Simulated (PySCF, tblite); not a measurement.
Isomers of C4H7N3O2Si. All values are computed: GFN2-xTB (tblite) harmonic vibrations without scaling, gas phase. This tight-binding method is rough: wavenumbers can miss measured ones by several per cent, in bad cases by 10 to 20. Modes of hydrogen on silicon can be 10 to 20 % off. One conformer each.

Electronic energies: PBE0/pcSseg-1 single points on the GFN2-xTB geometries (PySCF, gas phase).

```csv
SMILES,"electronic energy, lowest = 0 (kcal/mol)"
Cc1ncnnc1O[SiH2]O,0.0
C=Cc1nc(O[SiH2]N)no1,29.3
COc1ncnnc1O[SiH3],41.5
```

**Question.** How do GFN2-xTB zero-point energies change the relative energies?

**Answer.** 
```tsv
SMILES	ZPE (kcal/mol)	of it from modes above 1550 cm⁻¹	electronic (kcal/mol)	with ZPE, lowest = 0 (kcal/mol)	lowest mode (cm⁻¹)	rings
Cc1ncnnc1O[SiH2]O	71.3	31.3	0.0	0.0	17	1
C=Cc1nc(O[SiH2]N)no1	71.6	36.7	29.3	29.6	34	1
COc1ncnnc1O[SiH3]	70.4	29.4	41.5	40.6	74	1
```

The zero-point energies span 1.2 kcal/mol, from `COc1ncnnc1O[SiH3]` to `C=Cc1nc(O[SiH2]N)no1`. The order is unchanged.

**Question.** And how do the electronic energies of GFN2-xTB itself compare?

**Answer.** `Cc1ncnnc1O[SiH2]O` 0.0; `C=Cc1nc(O[SiH2]N)no1` 35.6; `COc1ncnnc1O[SiH3]` 29.1 kcal/mol, lowest = 0. Against the energies above, taken from the same isomer `Cc1ncnnc1O[SiH2]O`, the largest difference is 12.4 kcal/mol.
